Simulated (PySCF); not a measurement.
BHO. Atoms are numbered in the order given.

```xyz
3

H      0.0000     0.0000    -1.7737
B      0.0000     0.0000    -0.6009
O      0.0000     0.0000     0.5973
```

Geometry: PBE0-D3(BJ)/def2-TZVPD.

Calculation: TDA-PBE0/def2-TZVPD in PySCF 2.14.0.

Vertical excitations; the highest root listed may be one member of a degenerate set. The molecule is in vacuum. State labels are in the subgroup C2v.

Computed lowest excited states:
```
state  symmetry  energy (eV)  λ (nm)      f                                                                  main pairs
-----  --------  -----------  ------  -----  --------------------------------------------------------------------------
S1           A2         7.96     156  0.000                                          HOMO−1→LUMO+1 49 %, HOMO→LUMO 49 %
S2           A2         8.18     152  0.000                                   HOMO→LUMO, HOMO−1→LUMO+1 (degenerate set)
S3           A1         8.18     152  0.000                                   HOMO→LUMO+1, HOMO−1→LUMO (degenerate set)
S4           B1         9.53     130  0.089                               HOMO−1→LUMO+2, HOMO−1→LUMO+3 (degenerate set)
S5           B2         9.53     130  0.089                                   HOMO→LUMO+2, HOMO→LUMO+3 (degenerate set)
S6           B1         9.75     127  0.000                                                HOMO−2→LUMO (degenerate set)
S7           B2         9.75     127  0.000                                              HOMO−2→LUMO+1 (degenerate set)
S8           B1        10.10     123  0.001                               HOMO−1→LUMO+3, HOMO−1→LUMO+2 (degenerate set)
S9           B2        10.10     123  0.001                                   HOMO→LUMO+3, HOMO→LUMO+2 (degenerate set)
S10          A1        10.71     116  0.059  HOMO−1→LUMO 26 %, HOMO→LUMO+1 26 %, HOMO−2→LUMO+3 18 %, HOMO−2→LUMO+2 14 %
T1           A1         6.74     184      0                                          HOMO−1→LUMO 46 %, HOMO→LUMO+1 46 %
T2           A2         7.23     171      0                                   HOMO−1→LUMO+1, HOMO→LUMO (degenerate set)
T3           A1         7.23     171      0                                   HOMO→LUMO+1, HOMO−1→LUMO (degenerate set)
T4           A2         7.96     156      0                                          HOMO→LUMO 49 %, HOMO−1→LUMO+1 49 %
```
Triplets are in the Tamm–Dancoff approximation.
